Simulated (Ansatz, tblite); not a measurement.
Removing and adding an electron: the cluster Ca2O3H2 (the lowest singlet isomer of a short search). The state is a singlet with charge 0. Geometry: B3LYP-D4/def2-SVP. Ansatz, gas phase; energy differences of separate SCF runs; the oxidised species was run as a doublet alone; the reduced species was run as a doublet alone.

```xyz
7

Ca    1.410    1.472    0.309
Ca   -1.275   -1.588   -0.190
O     2.882    2.636   -0.471
O     0.080   -0.072    0.078
O    -2.936   -2.587    0.420
H     3.564    3.114   -0.950
H    -3.726   -2.974    0.806
```

The xTB rows come from tblite. HOMO above LUMO, or a gap near zero within one spin, warns that the state may not be the lowest or that an electron is smeared out. The structure comes from a short search, and lower isomers may exist.

```csv
level,−HOMO (eV),vertical IE (eV),−LUMO (eV),vertical EA (eV),HOMO–LUMO gap (eV),IE − EA (eV),remarks
GFN1-xTB,9.59,12.64,7.24,4.88,2.36,7.76,–
GFN2-xTB,10.60,13.49,9.77,6.79,0.83,6.70,–
PBE0-D4/def2-TZVP,6.08,7.89,1.16,–,4.92,–,–
PBE0-D4/def2-TZVPD,6.14,–,1.20,0.28,4.95,–,HOMO above zero (-1 doublet)
```

Problem. Estimate the rows for PBE-D4/def2-TZVP, PBE-D4/def2-TZVPD, r2SCAN-D4/def2-TZVP, r2SCAN-D4/def2-TZVPD.

Solution. 
```json
{"level": "PBE-D4/def2-TZVP", "−HOMO (eV)": "4.80", "vertical IE (eV)": "7.44", "−LUMO (eV)": "1.79", "vertical EA (eV)": "–", "HOMO–LUMO gap (eV)": "3.01", "IE − EA (eV)": "–", "remarks": "gap within one spin near zero (+1 doublet)"}
{"level": "PBE-D4/def2-TZVPD", "−HOMO (eV)": "4.87", "vertical IE (eV)": "–", "−LUMO (eV)": "1.83", "vertical EA (eV)": "0.43", "HOMO–LUMO gap (eV)": "3.04", "IE − EA (eV)": "–", "remarks": "HOMO above zero (-1 doublet)"}
{"level": "r2SCAN-D4/def2-TZVP", "−HOMO (eV)": "4.97", "vertical IE (eV)": "7.52", "−LUMO (eV)": "1.20", "vertical EA (eV)": "–", "HOMO–LUMO gap (eV)": "3.77", "IE − EA (eV)": "–", "remarks": "–"}
{"level": "r2SCAN-D4/def2-TZVPD", "−HOMO (eV)": "5.03", "vertical IE (eV)": "–", "−LUMO (eV)": "1.22", "vertical EA (eV)": "0.29", "HOMO–LUMO gap (eV)": "3.81", "IE − EA (eV)": "–", "remarks": "HOMO above zero (-1 doublet)"}
```

   A HOMO above zero means that the electron is unbound at that level or that self-interaction error raises the level; the energy of removing that electron tells which. Raw xTB energy differences between charge states are shifted by several eV; the methods need an empirical correction for them.
